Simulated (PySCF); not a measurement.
## Basis and Hamiltonian dependence of the ionisation energy of Tl²⁺

Tl²⁺ [Xe] 4f14 5d10 6s1 (2S) → Tl³⁺ [Xe] 4f14 5d10 (1S). All values are computed (PySCF 2.14, energy differences of UHF-based or UKS calculations, no spin-orbit coupling). Values in eV.

```csv
basis,Hamiltonian,functions,UHF,PBE,PBE0,CCSD(T) (valence and next inner shell)
aug-cc-pVDZ-PP with ECP60MDF,ECP,32,28.184,30.281,29.948,n/a
def2-TZVP with the def2 core potential (60 electrons),ECP,50,28.152,n/a,n/a,n/a
aug-cc-pVTZ-PP with ECP60MDF,ECP,55,28.157,30.304,29.954,n/a
"aug-cc-pVTZ-PP with one added diffuse shell each of d, f type with ECP60MDF",ECP,67,28.157,30.304,29.954,n/a
x2c-TZVPPall,spin-free X2C,83,28.217,30.380,30.019,29.604
def2-QZVPPD with the def2 core potential (60 electrons),ECP,88,28.160,30.310,29.961,29.665
ANO-RCC-VTZP,spin-free X2C,93,28.179,30.324,29.967,29.638
aug-cc-pwCVTZ-PP with ECP60MDF,ECP,96,28.158,30.304,29.955,n/a
"x2c-TZVPPall with one added diffuse shell each of s, p, d, f type",spin-free X2C,99,28.220,30.379,30.018,29.612
"aug-cc-pVQZ-PP with one added diffuse shell each of s, p, d, f, g type with ECP60MDF",ECP,117,28.160,30.307,29.959,n/a
aug-cc-pVQZ-DK3,spin-free X2C,118,28.147,n/a,n/a,n/a
aug-cc-pwCVTZ-DK3,spin-free X2C,125,28.148,30.314,29.949,n/a
"aug-cc-pwCVTZ-DK3 with one added diffuse shell each of s, d, f type",spin-free X2C,138,28.148,n/a,n/a,n/a
x2c-QZVPPall,spin-free X2C,142,28.154,30.320,29.954,n/a
```

Frozen in the all-electron rows: valence: [Xe] 4f14 5d10; valence and next inner shell: [Kr] 4d10 4f14; with a core potential, the same shells as far as they lie outside it.

Reference for a calculation without spin-orbit coupling: 29.852 eV (measured, between term centres; NIST).
